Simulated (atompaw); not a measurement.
# Building the PAW (atompaw) potential for zinc (Zn) (PBE, non-relativistic).

* Element: zinc (Zn)
* Generator: atompaw 4.2.0.5
* Type: PAW
* Functional: PBE
* Relativity: non-relativistic
* Frozen core: [Ar]
* Valence charge: 12
* Reference configuration: 3d10 4s0 4p0 (charge +2)
* Partial waves: 4s (bound, empty): rc 2.75 bohr; 4s channel at -0.55 Ry: rc 1.95 bohr; 4p (bound, empty): rc 2.75 bohr; 4p channel at 0.95 Ry: rc 2.75 bohr; 3d (bound): rc 1.40 bohr; 3d channel at -1.35 Ry: rc 1.40 bohr
* Local potential: bessel scheme, radius 2.70 bohr
* Core correction: smooth core density matched at 2.45 bohr
* Augmentation charge: sinc compensation charge, radius 2.70 bohr; PAW radius 2.75 bohr; waves and projectors: custom rrkj gramschmidtortho

All-electron outer shells of the reference configuration (PBE, non-relativistic, ld1.x):

| shell | level (eV) | outermost node (bohr) | outermost maximum (bohr) |
| --- | --- | --- | --- |
| 3p | -103.07 | 0.25 | 0.60 |
| 3d | -31.08 | – | 0.57 |
| 4s | -22.59 | 0.85 | 1.94 |
| 4p | -15.54 | 0.91 | 2.31 |

Results:

```json
{"Cutoffs needed": "60 Ry and 100 Ry (the cutoffs (Ry, on a coarse ladder) from which the occupation-weighted sum of valence levels, in a spherical-Bessel basis at the reference potential, stays within 10 and 1 mRy of its value at 400 Ry)", "Ghost test": "no extra level below or beside the all-electron valence levels (s, p, d, f tested) (spherical-Bessel basis up to 400 Ry, 20 bohr box)", "Lowest eigenvalue of the overlap operator": "0.60 (s channel)", "Overlap eigenvalues printed by atompaw (projector basis)": "0.192, 0.53, 2.65, 7.07, 13.6, 20.8", "Share of each valence orbital outside the PAW sphere": "4s 24 %, 4p 43 %, 3d 1 %"}
```

Generation and tests took about 1.1 s on one core of a shared server CPU.
